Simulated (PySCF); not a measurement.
# Ionisation energy of I⁴⁴⁺ by level of theory

I⁴⁴⁺ [He] 2s2 2p5 (2P) → I⁴⁵⁺ [He] 2s2 2p4 (3P), as a difference of total energies. Calculation: PySCF 2.14, in an even-tempered Gaussian basis (19 s from 20 bohr⁻², ratio 2.2; 12 p from 26 bohr⁻², ratio 2.2; 6 d from 110 bohr⁻², ratio 2.4; 5 f from 160 bohr⁻², ratio 2.4; 4 g from 240 bohr⁻², ratio 2.4); scalar relativity by spin-free X2C-1e. Correlated levels: nothing frozen; virtual orbitals above 40 to 60 times the deepest correlated orbital energy dropped. The calculations carry no spin-orbit coupling.

```csv
method,ionisation energy (eV)
UHF,7663.5
MP2 (all electrons),7665.3
SCS-MP2 (all electrons),7665.2
CCSD (all electrons),7665.3
CCSD(T) (all electrons),7665.3
```

Spin-orbit coupling is strong in these open shells (close to jj coupling). The scalar numbers leave it out and a first-order estimate fails, so it can dominate the gap to the real levels.

For this ion Breit and QED terms and the two-electron picture change, all absent here, outweigh the differences among the correlated methods.

For comparison: 7563 ± 4 eV (theoretical estimate listed by NIST; NIST Atomic Spectra Database, ionization energies).
